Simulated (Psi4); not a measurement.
Psi4 input (wB97X-D/6-31G*):

```
memory 1500 MB

molecule {
0 2
N     0.01342500   -0.00536000   -0.32055200
O     1.05221000    0.29165200    0.17971700
O    -1.06395600   -0.28696200    0.10076600
symmetry c1
no_reorient
no_com
}

set {
  basis 6-31G*
  reference uks
  scf_type pk
  dft_radial_points 99
  dft_spherical_points 590
  e_convergence 1e-8
  d_convergence 1e-7
  maxiter 150
}

e = energy('wb97x-d')
print_out(f'\nFINAL {e:.10f} DIPOLE {variable("CURRENT DIPOLE")[0]:.6f} {variable("CURRENT DIPOLE")[1]:.6f} {variable("CURRENT DIPOLE")[2]:.6f}\n')
```

From the output:

```
  HONO-1 :   11  A 1.9989585
  HONO-0 :   12  A 1.0000000
  LUNO+0 :   13  A 0.0010415
  LUNO+1 :   14  A 0.0005097
  LUNO+2 :   15  A 0.0001309
  LUNO+3 :   16  A 0.0000608

Computation Completed

Properties will be evaluated at   0.000000,   0.000000,   0.000000 [a0]

Properties computed using the SCF density matrix

 Multipole Moments:

 ------------------------------------------------------------------------------------
     Multipole            Electronic (a.u.)      Nuclear  (a.u.)        Total (a.u.)
 ------------------------------------------------------------------------------------

 L = 1.  Multiply by 2.5417464519 to convert [e a0] to [Debye]
 Dipole X            :          0.0058397            0.0000132            0.0058530
 Dipole Y            :         -0.0023374            0.0000000           -0.0023374
 Dipole Z            :         -0.1397746           -0.0000000           -0.1397746
 Magnitude           :                                                    0.1399167

 ------------------------------------------------------------------------------------

FINAL -205.0033530472 DIPOLE 0.005853 -0.002337 -0.139775

*** Psi4 exiting successfully. Buy a developer a beer!
```

The geometry given is a B3LYP-D3(BJ)/def2-TZVP minimum.
